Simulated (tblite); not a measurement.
Start geometry of `C1CCC(C1)[C@@](F)(C#C)C#[O+]` from a force field or distance geometry (Å):
```
atom  x, y, z in Å
C1     3.3928    0.2244   -1.2725
C2     2.4915   -0.2523   -0.6242
C3     1.4209   -0.8499    0.1872
F4     1.0287   -2.0327   -0.4128
C5     1.9364   -1.1347    1.5335
O6     2.3350   -1.3538    2.5542
C7     0.2093    0.1312    0.2654
C8    -0.3931    0.4706   -1.0876
C9    -1.8355    0.8692   -0.8090
C10   -2.2027    0.3101    0.5696
C11   -0.9687   -0.4250    1.0754
H12    4.1592    0.6492   -1.8466
H13    0.5350    1.0821    0.7562
H14   -0.3926   -0.4274   -1.7589
H15    0.1561    1.2971   -1.5875
H16   -2.5230    0.4716   -1.5807
H17   -1.9235    1.9849   -0.7959
H18   -3.0679   -0.3860    0.4989
H19   -2.4570    1.1463    1.2630
H20   -1.0858   -1.5121    0.9013
H21   -0.8242   -0.2461    2.1705
```

Q: What comes out of this run: GFN2-xTB geometry optimisation, gas phase in tblite?

A: 
```
atom  x, y, z in Å
C1     3.4433    0.2086   -1.1644
C2     2.5330   -0.2654   -0.5430
C3     1.3863   -0.9004    0.1250
F4     1.0118   -2.0630   -0.4528
C5     1.9335   -0.9916    1.4335
O6     2.3807   -0.7814    2.4420
C7     0.1601    0.0776    0.2695
C8    -0.4282    0.3836   -1.1150
C9    -1.8134    0.9357   -0.7577
C10   -2.1915    0.3352    0.6139
C11   -1.0084   -0.5494    1.0269
H12    4.2278    0.6392   -1.7244
H13    0.4945    1.0035    0.7463
H14   -0.5190   -0.5398   -1.6869
H15    0.1746    1.0902   -1.6810
H16   -2.5315    0.6619   -1.5272
H17   -1.7846    2.0222   -0.7006
H18   -3.1106   -0.2425    0.5638
H19   -2.3395    1.1294    1.3435
H20   -1.1675   -1.5721    0.6818
H21   -0.8603   -0.5645    2.1063
```

The energy falls by 7.6 kcal/mol over 66 L-BFGS steps, the largest force on an atom goes from 1.56 to 0.010 eV/Å, and the atoms move by 0.201 Å rms after alignment. The bond that changes most is C3–C5 (ends: sp3 C–F carbon; triply bonded carbon), which shortens by 0.048 Å. Bonds longer at the end by more than 0.005 Å: 7 of 21; shorter: 13. Among the angles that change most is C3–C5–O6, from 179.6° to 165.5°. Among the dihedrals that turn most is C8–C7–C11–H20, from 87° to 75°. Rotational constants go from 1637, 849.3, 662.7 to 1727, 837.4, 695.8 MHz. The orientation of the end geometry is arbitrary; only internal coordinates are fixed.

Hardware: an Arm Neoverse V1 with one thread, shared host. Cost: 0.58 s.

GFN2-xTB frequencies show an imaginary mode (26i cm⁻¹), so the point is no minimum at that level.

One conformer stands for the species.

All values are computed, not measured.
